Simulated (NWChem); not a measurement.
CH5AlO3; SMILES C[O][Al]([OH])[OH]

```xyz
10

Al     0.0687     0.4956     0.0000
O      1.2029     1.7789     0.0000
H      2.1546     1.5922     0.0000
O     -1.6112     0.8256     0.0000
H     -1.9364     1.7390     0.0000
O      0.6122    -1.1209     0.0000
C     -0.0276    -2.3694     0.0000
H      0.2679    -2.9625    -0.8959
H      0.2679    -2.9625     0.8959
H     -1.1400    -2.2963     0.0000
```
Atoms are numbered in this order, from 1.

All runs use the structure optimised with PBE-D3(BJ)/def2-SVP.

Q: Give the principal values of the shielding tensors (ppm) of Al1, O2, O4, O6, C7 from B3LYP/IGLO-II, GIAO (NWChem), with their diamagnetic and paramagnetic parts as GIAO splits them.

A: 
```tsv
atom	σ11	σ22	σ33	isotropic	diamagnetic	paramagnetic
Al1	402.9	497.7	508.7	469.8	798.4	-328.6
O2	303.1	306.6	356.8	322.1	390.3	-68.2
O4	309.3	316.8	354.8	327.0	389.9	-63.0
O6	280.6	333.9	361.6	325.4	394.6	-69.2
C7	95.9	99.6	178.6	124.7	241.8	-117.2
```
